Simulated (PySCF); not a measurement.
AlF3, singlet, geometry from GFN2-xTB (such geometries of metal compounds can be far from the true shape), with bond 4-1 at 1.6 times its length.

PySCF was given this input:
```python
from pyscf import gto, scf

mol = gto.M(
    atom='''
Al    0.000000   -0.000000   -0.000000
F    -0.020933    1.630854    0.037916
F     1.423183   -0.797103   -0.027175
F    -2.243600   -1.334001   -0.017186
''',
    basis='3-21g',
    charge=0,
    spin=0,
    verbose=4,
)

mf = scf.RHF(mol)
mf.kernel()
```

Task: What does this run give for the HOMO energy, HOMO-LUMO gap, Mulliken (on the basis functions themselves) charges in atom order?

Result: 
```yaml
HOMO energy: -11.65 eV
HOMO-LUMO gap: 11.14 eV
Mulliken (on the basis functions themselves) charges in atom order: Al1 1.57, F2 -0.54, F3 -0.54, F4 -0.48
```
